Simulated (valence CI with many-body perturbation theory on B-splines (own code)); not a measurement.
Results of a calculation; reference values are marked as such.
Ladder of approximations for Co XXI

Method: relativistic CI+MBPT: five valence electrons over a frozen Dirac-Fock core [He], a basis of 9 s, 9 p, 8 d, 6 f, 3 g, 1 h functions for each j, with the one-electron correlation potential Σ1, the two-electron term Σ2, the three-electron term Σ3, Breit, model QED; selected CI, second order for the rest (own B-spline code, finite nucleus).

No measured spectrum was set against this ion. As an estimate, levels of excited configurations hold to 0.05 to 0.15 % of their energy, terms of the ground configuration to about 0.5 %. Among the levels kept, up to 2100 cm⁻¹ of a level comes from second order outside the variational space, and about a tenth of that is noise between levels of different J, which matters for small intervals.

Each rung adds one term. CI alone is the Dirac-Coulomb CI over the frozen core; QED comes last and gives the full result, which names the levels. Energies are above 2s²2p³ ⁴S°_3/2 on the same rung, in eV.

Names give the largest LS component (configuration and term), which can be under half, so a name can repeat, a term be missing and a line seem to break the LS rules; names also repeat where a configuration has a term twice.

| Level | CI alone |
| --- | --- |
| 2s²2p³ ²D°_3/2 | 18.2 |
| 2s²2p³ ²D°_5/2 | 24.3 |
| 2s²2p³ ²P°_1/2 | 34.8 |
| 2s²2p³ ²P°_3/2 | 45.0 |
| 2s2p⁴ ⁴P_5/2 | 99.8 |
| 2s2p⁴ ⁴P_3/2 | 109.8 |
| 2s2p⁴ ⁴P_1/2 | 112.7 |
| 2s2p⁴ ²D_3/2 | 138.2 |
| 2s2p⁴ ²D_5/2 | 141.1 |
| 2s2p⁴ ²S_1/2 | 157.9 |
| 2s2p⁴ ²P_3/2 | 164.8 |
| 2s2p⁴ ²P_1/2 | 179.3 |
| 2p⁵ ²P°_3/2 | 258.3 |
| 2p⁵ ²P°_1/2 | 274.5 |
| 2s²2p²3s ⁴P_1/2 | 970.2 |
| 2s²2p²3s ⁴P_3/2 | 980.8 |

Task: What do these energies become with core correlation, Breit and QED?

Result: 2s²2p³ ²D°_3/2 18.3 (+0.08); 2s²2p³ ²D°_5/2 23.8 (-0.49); 2s²2p³ ²P°_1/2 34.8 (-0.01); 2s²2p³ ²P°_3/2 44.6 (-0.46); 2s2p⁴ ⁴P_5/2 99.1 (-0.75); 2s2p⁴ ⁴P_3/2 109.1 (-0.76); 2s2p⁴ ⁴P_1/2 112.0 (-0.75); 2s2p⁴ ²D_3/2 137.4 (-0.86); 2s2p⁴ ²D_5/2 140.0 (-1.17); 2s2p⁴ ²S_1/2 157.3 (-0.67); 2s2p⁴ ²P_3/2 163.5 (-1.31); 2s2p⁴ ²P_1/2 178.0 (-1.38); 2p⁵ ²P°_3/2 256.7 (-1.59); 2p⁵ ²P°_1/2 272.5 (-1.97); 2s²2p²3s ⁴P_1/2 970.3 (+0.08); 2s²2p²3s ⁴P_3/2 980.5 (-0.27).

Task: How does the ionisation energy move along the ladder, and which term matters most?

Result: CI alone 1723.0, + Σ1 1723.3, + Σ2 1723.3, + Σ3 1723.2, + Breit 1722.8, + QED 1722.8 eV. The largest step is Breit, -0.4 eV. NIST lists 1724 ± 3 eV (semi-empirical).
